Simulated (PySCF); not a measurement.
Species: `CCNC(=S)C#CC1CC1`. The columns A, B, C and D hold Mulliken, IAO, Hirshfeld and ESP-fitted charges (e) of one PBE0/pcSseg-1 density (PySCF), in a shuffled order. Coordinates in Å (GFN2-xTB); the density's dipole moment is (-1.43, 4.98, -2.20) D.

```
atom       x       y       z       A       B       C       D
  C1   1.985   0.568  -1.566  -0.278  -0.190  -0.122  -0.429
  C2   2.253   0.632  -0.063  -0.051  +0.376  -0.011  -0.152
  N3   2.471  -0.675   0.506  -0.437  -0.283  -0.077  -0.271
  C4   1.492  -1.522   0.868  -0.091  -0.172  +0.066  +0.035
  S5   1.830  -3.060   1.373  -0.173  -0.284  -0.255  -0.233
  C6   0.161  -1.074   0.822  +0.079  +0.319  -0.062  -0.094
  C7  -1.019  -0.814   0.796  +0.100  -0.417  -0.006  +0.004
  C8  -2.391  -0.453   0.734  -0.349  +0.170  -0.024  -0.152
  C9  -2.908   0.238  -0.506  -0.175  -0.280  -0.072  -0.272
 C10  -2.774   1.007   0.764  -0.170  -0.318  -0.073  -0.274
 H11   1.830   1.568  -1.961  +0.115  +0.027  +0.046  +0.145
 H12   1.096  -0.028  -1.760  +0.133  +0.079  +0.038  +0.150
 H13   2.826   0.114  -2.085  +0.116  +0.048  +0.042  +0.144
 H14   1.394   1.083   0.443  +0.140  -0.025  +0.042  +0.153
 H15   3.137   1.242   0.136  +0.128  -0.040  +0.052  +0.149
 H16   3.400  -1.069   0.474  +0.197  +0.270  +0.133  +0.285
 H17  -3.053  -1.155   1.227  +0.152  +0.122  +0.065  +0.175
 H18  -3.894  -0.031  -0.852  +0.140  +0.138  +0.057  +0.159
 H19  -2.202   0.435  -1.300  +0.144  +0.148  +0.053  +0.159
 H20  -3.667   1.277   1.306  +0.139  +0.143  +0.057  +0.159
 H21  -1.978   1.733   0.840  +0.141  +0.169  +0.053  +0.158
```

**Question.** Which column most likely holds the ESP-fitted charges?

**Answer.** B. Σ q r misses the density's dipole by 0.13 D (B), 0.48 D (D), 1.33 D (C), 1.87 D (A). Charges fitted to the outside potential are the only set here that is tied to the molecule's multipoles.

**Question.** And the Hirshfeld charges?

**Answer.** C. The mean sizes are 0.067 e (C), 0.164 e (A), 0.179 e (D), 0.191 e (B), and Hirshfeld charges are commonly the smallest of these schemes.

As computed, A = Mulliken, B = ESP-fitted, C = Hirshfeld, D = IAO. Hydrogens on carbon: Mulliken +0.12 to +0.15, ESP-fitted -0.04 to +0.17, Hirshfeld +0.04 to +0.06, IAO +0.14 to +0.18 e.

The IAO scheme projects the occupied orbitals on a minimal set of polarised atomic orbitals and counts the electrons in each atom's part of it. The ESP scheme fits charges at the nuclei, held to the total charge, to the electrostatic potential on points at 1.4 to 2.0 times the van der Waals radii.

One conformer (not necessarily the lowest) at the GFN2-xTB geometry, without solvent, vibrations or thermal averaging.

These values come from a run that also computed NMR shieldings. Hardware: one thread of an Arm Neoverse N1, shared host. Cost: 1.9 min of wall time, 1.1 GiB resident at most.

The values belong to the conformer `[CH3:1][CH2:2][NH:3][C:4](=[S:5])[C:6]#[C:7][CH:8]1[CH2:9][CH2:10]1`: C1–C2–N3–C4 -82°, C2–N3–C4–S5 174°.
